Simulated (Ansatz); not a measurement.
Total energies of the cluster Pd3H5 from Ansatz at B97M-V/def2-TZVP, gas phase (1 Eh = 27.2114 eV = 2625.5 kJ/mol). The reference geometry is relaxed at PBE-D4/def2-SVP.

Cartesian coordinates in Å:
```
Pd 2.0502 -0.3332 -0.6025
Pd -0.3905 0.5988 0.0325
Pd -0.1743 -1.7500 -1.2588
H 1.2890 0.7069 0.4783
H -1.2296 -0.8970 -0.2648
H -0.9609 1.8932 1.0062
H 1.1040 -1.6506 -0.1793
H -1.6880 1.4319 0.7884
```

```csv
state,geometry,energy (Eh)
charge 0 doublet,reference,-386.68736
charge 0 quartet,relaxed at PBE-D4/def2-SVP,-386.65342
free Pd atom (singlet),–,-127.84471
free H atom (doublet),–,-0.50030
```

In the def2 sets Pd takes a core potential; there is no spin–orbit coupling.

(1) Which of the charge 0 states is lowest, and how far above it are the others?

(2) What is the binding energy per atom against free atoms?

(1) The doublet. quartet: -386.65342 − (-386.68736) = 0.03394 Eh = 89.1 kJ/mol.

(2) Atoms: 3 × (-127.84471) + 5 × (-0.50030) = -386.03563 Eh. Binding: -386.03563 − (-386.68736) = 0.65173 Eh = 17.73 eV, or 2.22 eV for each of 8 atoms (no zero-point energy, no counterpoise term).

The structure comes from a short search, and lower isomers may exist.
